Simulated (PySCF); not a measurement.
How methods differ on the interval between two levels of Sr⁺

Sr⁺ [Kr] 5s1 [2S1/2, M_J = 1/2] → Sr⁺ [Kr] 5p1 [2P3/2, M_J = 3/2], as a difference of total energies. Computed with PySCF 2.14 in x2c-TZVPall-2c, with the two-component X2C-1e Hamiltonian. Correlated levels: [Ar] 3d10 frozen; the 6 highest virtual spinors dropped. "Screened" scales the spin-orbit matrix elements by Boettger's factors to mimic the two-electron term; Breit and QED terms are absent.

```csv
method,interval between two levels (cm⁻¹),error (cm⁻¹)
GHF (spin-free),22320,-2196
GMP2 (spin-free),24277,-239
GHF (screened spin-orbit),22552,-1964
GMP2 (screened spin-orbit),24537,+21
```

Reference: 24517 cm⁻¹ (measured; NIST Handbook of Basic Atomic Spectroscopic Data (Sansonetti and Martin, J. Phys. Chem. Ref. Data 34, 1559 (2005))).

The spin-free rows lack the spin-orbit shift.

Errors of the correlated levels include the incompleteness of this basis and the frozen core.
